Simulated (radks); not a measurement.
Task: Coherent X-ray form factor from a spherical all-electron density. All-electron calculation, scalar-relativistic Kohn-Sham, LDA (Slater exchange, Perdew-Wang correlation), spin-polarised, spherical densities, finite nucleus; Fermi nuclear charge, rms radius of each element as measured or else 0.836 A^(1/3) + 0.57 fm. Program: a radial shooting solver on a logarithmic mesh with Libxc functionals.

sin(theta)/lambda (1/angstrom),f0 (electrons)
0.05,68.240
0.1,66.185
0.15,63.314
0.2,60.044
0.25,56.629
0.3,53.224
0.4,46.836
0.5,41.316
0.6,36.660
0.8,29.316
1,23.967
1.25,19.501
1.5,16.728
2,13.210

The species is in the configuration that NIST lists as its ground one. Which atom or ion scatters so?

Result: The lutetium ion Lu2+, [Xe] 4f14 6s1. Extrapolating in s^2 from the first two rows gives f0(0) = 68.9, near the electron count 69; among species with that count, the fall with angle is slower the higher Z, and the table is that of Z = 71; from so few rows the species is fixed only to a neighbour or two.
